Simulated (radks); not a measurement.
Results of a calculation; reference values are marked as such.
Task: Ionisation of the barium ion Ba26+, [Ar] 3d10 4s2, to Ba27+, [Ar] 3d10 4s1, under several functionals. Scalar-relativistic Kohn-Sham, spin-polarised, spherical densities, point nucleus; open shells are filled with parallel spins first (spin-orbit coupling, left out, can overturn this in heavy ions); a radial shooting solver on a logarithmic mesh with Libxc functionals. Known Delta-SCF values: LDA (Slater exchange, VWN5 correlation) 941.54 eV; LDA (Slater exchange, Perdew-Wang correlation) 941.53 eV; BLYP 941.42 eV. What does exchange-only B88 give, and what is its highest occupied eigenvalue?

Result: 939.77 eV by Delta-SCF; the 4s eigenvalue is -922.90 eV. NIST: 935 eV (theoretical).
